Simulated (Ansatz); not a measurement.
Abstraction of H: C2H6OS + C3H5Te → C2H5OS + C3H6Te

Species: C2H6OS (dimethyl sulfoxide) `CS(C)=O`, singlet; C3H5Te `C=CC[Te]`, doublet; C2H5OS `[CH2]S(C)=O`, doublet; C3H6Te `C=CC[TeH]`, singlet. A radical takes H: the energy is the difference in strength between the C–H bond broken and the Te–H bond made.

Shapes, held fixed at every level: PBE0-D4/def2-TZVP. Flexible molecules stand in one conformer, not always the lowest. Programs: Ansatz 0.2.0. The zero-point and thermal change to 298 K, harmonic and unscaled (PBE0-D4/def2-TZVP), is -16.2 kJ/mol.

```tsv
level	kind	ΔH(298 K) (kJ/mol)	less CCSD(T)/def2-TZVPP	CPU time (sum over the molecules)
HF/def2-SVP	Hartree–Fock	+142.5	+9.8	–
PBE0-D4/def2-TZVPP	global hybrid	+126.8	-5.9	62 s
r2SCAN0-D4/def2-TZVPP	global hybrid	+124.7	-8.0	91 s
wB97M-V/def2-TZVPP	range-separated hybrid	+140.0	+7.3	3.4 min
B2PLYP/def2-TZVPP	double hybrid	+131.9	-0.8	93 s
CCSD(T)/def2-SVP	coupled cluster or CI	+147.2	+14.5	1.9 min
CCSD/def2-SVP	coupled cluster or CI	+148.2	+15.5	–
CCSD(T)/def2-TZVPP	coupled cluster or CI	+132.7	0.0	46 min
```

The highest level, CCSD(T)/def2-TZVPP, gives ΔH(298 K) = +132.7 kJ/mol; the levels span +124.7 to +148.2. The column of differences is taken from that level and isn't an error. No measured value is set beside it here. Open shells run unrestricted unless RO is named. For atoms past krypton def2 sets carry core potentials with scalar relativity. Correlated rows may include outer-core shells of Te, which these sets cover unevenly. Times are processor times on shared x86 and Arm servers, and rough.
